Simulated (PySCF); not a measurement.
# Spinor energies of Ta³⁺ (tantalum, charge +3)

Start: [Xe] 4f14 5d2; 5d5/2 filled at m_j = +3/2, +5/2. Calculated with PySCF 2.14 in x2c-SVPall-2c with one added diffuse shell each of s, d type (8s9p10d2f, 99 functions): generalised Hartree-Fock with the X2C-1e Hamiltonian and a Gaussian nucleus; one run each with spin-orbit coupling (SO) switched off, then screened by Boettger's factors. This is a chosen level, not necessarily the ground level.

```csv
spinor shell,electrons,"ε, spin-free (eV)","ε, screened SO (eV)",weight of nominal j (screened SO),"rms radius, screened SO (bohr)"
1s1/2,2,-67800.7,-67781.2,1.000,0.0212
2s1/2,2,-11812.9,-11806.9,1.000,0.0853
2p1/2,2,-10358.8,-11265.4,1.000,0.0726
2p3/2,4,-10358.8,-9988.9,1.000,0.0799
3s1/2,2,-2789.7,-2787.8,1.000,0.218
3p1/2,2,-2349.6,-2547.3,1.000,0.210
3p3/2,4,-2349.6,-2267.6,1.000,0.225
3d3/2,4,-1830.4,-1865.6,1.000,0.199
3d5/2,6,-1830.4,-1805.4,1.000,0.203
4s1/2,2,-623.53,-623.06,1.000,0.488
4p1/2,2,-476.50,-522.43,1.000,0.497
4p3/2,4,-476.50,-457.52,1.000,0.530
4d3/2,4,-284.53,-291.65,1.000,0.557
4d5/2,6,-284.53,-279.53,1.000,0.569
5s1/2,2,-115.48,-115.50,1.000,1.18
5p1/2,2,-76.269,-82.217,0.983,1.36
5p3/2,4,-76.269,-73.880,0.990,1.40
4f5/2,6,-69.443,-70.398,0.989,0.699
4f7/2,8,-69.443,-68.525,0.992,0.703
5d5/2,2,-35.479,-35.237,0.798,2.03
```

```json
{"quantity": "E (hartree)", "spin-free": "-15590.63905", "screened SO": "-15607.88757"}
{"quantity": "M_J", "spin-free": "4", "screened SO": "4"}
{"quantity": "⟨J²⟩", "spin-free": "20.005", "screened SO": "20.005"}
{"quantity": "⟨L²⟩", "spin-free": "12.004", "screened SO": "12.500"}
{"quantity": "⟨S²⟩", "spin-free": "2.001", "screened SO": "1.994"}
```

Each row is a mean over spinors that exchange with the open shell spreads, by up to 5.425 eV (5p3/2).

Rows whose weight is well below 1 are mixtures of j = l ± 1/2: exchange outweighs spin-orbit coupling there, and the label is only the starting occupation.

Breit and QED terms are absent; they matter most for the inner s and p1/2 levels.

Densities and radii are taken from the X2C orbitals without a picture-change correction, which distorts them close to the nucleus.

Without spin-orbit coupling the j labels of p, d and f shells carry no meaning; the spin-free column gives the mean over the occupied spinors of each nl shell.
